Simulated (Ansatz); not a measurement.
Consider the ligand exchange at a Ge–C bond: `C#[C][GeH]([CH3])[CH3]` + HBr → `[CH3][GeH]([CH3])[Br]` + `C#C`.

Program: Ansatz. Geometries: PBE0-D4/def2-TZVP. ΔE: electronic, gas phase. CBS: MP2 limit from def2 TZ/QZ plus the TZ coupled-cluster correction, frozen cores. This one scheme is used for every species. Functionals use def2-TZVPP. B3LYP here is the variant with VWN-RPA as its local correlation; programs differ in this. For Br, Ge outer-core shells are correlated without core-valence functions, which leaves a few kJ/mol of doubt a bond. Scalar relativity is left out up to krypton.

| level | ΔE (kJ/mol) |
| --- | --- |
| B3LYP | -75.1 |
| CCSD(T)/def2-TZVPP | -65.1 |

Q: What does CCSD(T)/CBS give? (Best estimate.)

A: The calculation gave: -72.2 kJ/mol. The listed levels differ from it by -2.9, 7.1 kJ/mol.

Largest T1 diagnostic among the species: 0.013.

In def2-TZVPP, CCSD(T) changes the Hartree–Fock value by +17.1 kJ/mol (the triples alone add +1.9 kJ/mol) and MP2 by +15.0 kJ/mol.
